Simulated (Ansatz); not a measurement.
Reactions of `C[NH][Al]([OH])[SH]`.

Calculated with Ansatz (gas phase, PBE0-D4/def2-TZVP geometries, no zero-point term in ΔE). CBS: MP2 limit from def2 TZ/QZ plus the TZ coupled-cluster correction, frozen cores. This one scheme is used for every species, atoms too. Functionals use def2-TZVPP. No spin–orbit coupling; open shells (•) take unrestricted orbitals. Spin–orbit coupling would lower the free atoms: a little for Al, C, O, S. One conformer a species, not always the lowest.

```csv
reaction,r2SCAN-D4 (eV),PBE0-D4 (eV),MP2/CBS(def2) (eV),HF/CBS(def2) (eV)
`C[NH][Al]([OH])[SH]` + `[CH3][Al]([OH])[OH]` → `[CH3][Al]([OH])[SH]` + `C[NH][Al]([OH])[OH]`,0.00,0.00,0.00,-0.03
`C[NH][Al]([OH])[SH]` + H–F → `C[NH][Al]([OH])[F]` + H₂S,-0.78,-0.68,-0.73,-0.96
`C[NH][Al]([OH])[SH]` → `[OH][AlH][SH]` + `C=N`,2.25,2.29,2.32,1.91
`C[NH][Al]([OH])[SH]` + H₂O → `C[NH][Al]([OH])[OH]` + H₂S,-0.20,-0.13,-0.18,-0.33
`C[NH][Al]([OH])[SH]` + HCl → `[OH][Al]([SH])[Cl]` + CH₃NH₂,-0.83,-0.83,-0.82,-0.92
`C[NH][Al]([OH])[SH]` + H₂ → `[OH][AlH][SH]` + CH₃NH₂,0.73,0.64,0.79,0.48
`C[NH][Al]([OH])[SH]` → Al• + C• + 6 H• + N• + O• + S•,41.31,41.06,42.14,29.33
`C[NH][Al]([OH])[SH]` + H₂O → `[OH][Al]([OH])[SH]` + CH₃NH₂,-0.50,-0.45,-0.45,-0.59
```

(1) Give the CCSD(T)/CBS values in the same order. (Estimate.)

Largest T1 diagnostic: 0.018, for Al•.

## Answers

(1) The calculation gave: 0.00, -0.76, 2.17, -0.20, -0.80, 0.70, 41.40, -0.46 eV.
